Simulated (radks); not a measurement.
Problem. Species: Pt14+. Configuration: [Kr] 4d10 4f14 5s2 5p2. All-electron calculation, scalar-relativistic Kohn-Sham, LB94 model potential, spin-polarised, spherical densities, finite nucleus; open shells are filled with parallel spins first (spin-orbit coupling, left out, can overturn this in heavy ions); Fermi nuclear charge, rms radius 5.427 fm. Program: a radial shooting solver on a logarithmic mesh with Libxc functionals. Some entries of the table are withheld. Estimate them.

orbital,occ.,eigenvalue (eV),<r^2> (bohr^2),r(max) (bohr)
1s up,1,-78957.17,0.0004051,0.01061
1s down,1,-78957.15,0.0004051,0.01061
2s up,1,-14133.59,0.006180,0.06116
2s down,1,-14133.38,0.006180,0.06116
2p up,3,-12298.60,0.005179,0.05052
2p down,3,-12298.29,0.005179,0.05052
3s up,1,-3548.977,0.03987,0.1725
3s down,1,-3548.734,0.03988,0.1725
3p up,3,-3014.013,0.04083,0.1715
3p down,3,-3013.772,0.04083,0.1715
3d up,5,-2432.379,0.03378,0.1396
3d down,5,-2432.181,0.03379,0.1396
4s up,1,-986.2042,0.1940,0.3895
4s down,1,-985.8901,0.1942,0.3895
4p up,3,-811.0634,0.2209,0.4097
4p down,3,-810.8881,0.2212,0.4098
4d down,5,(1),(2),0.4178
4d up,5,(3),(4),0.4175
5s down,1,-374.0712,(5),0.8361
5s up,1,-373.7172,(6),0.8378
4f down,7,-359.4112,0.2945,0.3817
4f up,7,-359.2802,0.2938,0.3814
5p up,2,-319.6405,1.040,0.9173
5p down,0,-319.5490,1.032,0.9142

Solution. 
(1) 4d down eigenvalue (eV): -597.6162
(2) 4d down <r^2> (bohr^2): 0.2503
(3) 4d up eigenvalue (eV): -597.6117
(4) 4d up <r^2> (bohr^2): 0.2497
(5) 5s down <r^2> (bohr^2): 0.8577
(6) 5s up <r^2> (bohr^2): 0.8636
